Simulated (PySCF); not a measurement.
# SiSb⁺, HF: how much the basis matters

PySCF, UHF reference; triplet, unpaired electrons π ↑↑; De to Si⁺ + Sb without counterpoise correction.

```json
{"basis": "def2-SVP", "relativity": "scalar-relativistic core potentials", "functions": "44", "Re (Å)": "2.526", "ωe (cm⁻¹)": "347", "De (eV)": "1.22", "μ (D)": "-4.35"}
{"basis": "cc-pV(D+d)Z/cc-pVDZ-PP", "relativity": "scalar-relativistic core potentials", "functions": "46", "Re (Å)": "2.525", "ωe (cm⁻¹)": "348", "De (eV)": "1.26", "μ (D)": "-4.42"}
{"basis": "def2-TZVPPD", "relativity": "scalar-relativistic core potentials", "functions": "104", "Re (Å)": "2.513", "ωe (cm⁻¹)": "354", "De (eV)": "1.40", "μ (D)": "-4.17"}
```

How does each smaller set differ from the one with most functions, def2-TZVPPD?

def2-SVP: +1.3 pm, -2.0 % in ωe, -0.18 eV in De; cc-pV(D+d)Z/cc-pVDZ-PP: +1.2 pm, -1.7 % in ωe, -0.14 eV in De. All at HF; the set with most functions is neither the basis-set limit nor always the best.

A positive dipole points towards Sb; it is taken about the centre of mass and depends on that origin. Spin–orbit coupling is left out, which matters for elements this heavy, above all for dissociation energies. For an ion De counts to the pair picked by the measured ionisation energies or electron affinities, which need not be the lowest pair at this level. Hartree–Fock leaves out correlation, which carries a large part of most bond energies and some tenths to 1 eV of ionisation energies. The state was picked by a PBE0 search and need not be the measured ground state.
